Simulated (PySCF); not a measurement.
As2BFH4, SMILES FB([AsH2])[AsH2]. The structure is a stationary point at PBE-D3(BJ)/def2-SVP. The structure was generated by enumeration, and PubChem lists no compound with its InChIKey, so it may never have been made.

Problem. Give the equilibrium geometry at PBE-D3(BJ)/def2-SVP (PySCF confirms it by a frequency run) as Cartesian coordinates in Å, and its point group. (The exact figures need the calculation; the answer reports its results.)

Solution. point group C2.
```xyz
8

B      0.0000     0.0000     0.6812
As     1.8031    -0.0632    -0.2989
H      2.4245     1.0824     0.5158
H      1.3280     0.8538    -1.4349
As    -1.8031     0.0632    -0.2989
H     -2.4245    -1.0824     0.5158
H     -1.3280    -0.8538    -1.4349
F      0.0000     0.0000     2.0176
```
Charge 0, spin multiplicity 1.
